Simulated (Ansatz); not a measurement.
CH$_{6}$OSeSn, SMILES `C[O][SnH2][SeH]`, relaxed with RKS PBE-D4/def2-SVP in Ansatz 0.2.0 from a rough embedded geometry. The force threshold is 0.03 eV/Å; the program also tests the step.

Total charge 0; spin multiplicity 1. Sn takes the def2 core potential.

Start:

```xyz
10

C     0.132    1.305    0.686
O    -0.173    1.226   -0.655
Sn   -0.620   -0.661   -0.969
Se    1.503   -2.175   -0.771
H    -0.708    1.093    1.337
H     1.036    0.761    0.986
H     0.393    2.406    0.916
H    -1.322   -0.902   -2.518
H    -1.812   -1.226    0.282
H     1.571   -1.827    0.706
```

**Question.** By how much does the energy fall, and how many steps does the optimiser take? (An estimate is asked.)

**Answer.** Ansatz gave: 8.86 kcal/mol, in 11 steps, 2 of them rejected.

**Question.** Which bonds change most? (Best estimate.)

**Answer.** The calculation gave: Sn3–H9 from 1.818 to 1.734 Å; O2–Sn3 from 1.964 to 2.017 Å; Sn3–Se4 from 2.616 to 2.567 Å; C1–H7 from 1.155 to 1.113 Å.

**Question.** Give the relaxed structure. (Best estimate.)

**Answer.** The calculation gave: 
```xyz
10

C     0.166    1.503    0.719
O    -0.413    1.139   -0.514
Sn   -0.662   -0.814   -0.953
Se    1.577   -2.050   -0.725
H    -0.444    1.197    1.606
H     1.193    1.088    0.862
H     0.251    2.613    0.750
H    -1.150   -0.767   -2.601
H    -1.789   -1.495    0.174
H     1.271   -2.414    0.683
```
